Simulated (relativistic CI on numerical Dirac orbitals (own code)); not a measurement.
Spin-allowed bands of a d7 ion in a tetrahedral site, by hand

Problem. Take Δ = 3100 cm⁻¹ and B = 600 cm⁻¹ for a d7 ion in a tetrahedral site. Calculate the three spin-allowed bands.

Working.
1. The terms of highest spin are 4F (energy 0) and 4P (15B = 9000 cm⁻¹). Here the F term splits into A2 at −1.2Δ = -3720, T2 at −0.2Δ = -620 and T1 at +0.6Δ = 1860 cm⁻¹.
2. The two T1 states mix through the element 0.4Δ: H = [[1860, 1240], [1240, 9000]], with roots ½(H₁₁ + H₂₂) ∓ ½√[(H₂₂ − H₁₁)² + 4H₁₂²] = ½(10860) ∓ ½(7558) = 1651 and 9209 cm⁻¹.
3. The ground term is 4A2 at -3720 cm⁻¹.
4. Bands: 4T2 3100 cm⁻¹ (3226 nm), 4T1(F) 5371 cm⁻¹ (1862 nm), 4T1(P) 12929 cm⁻¹ (773 nm).

Check. Exact diagonalisation of the whole d7 shell with these parameters gives 4T2 3100, 4T1 5371, 4T1 12929 cm⁻¹. The match is exact, since without spin-orbit coupling no other term has this spin. The ratio of the second band to the first, 1.733, depends on Δ/B = 5.2 alone, which is how a Tanabe-Sugano diagram is read.
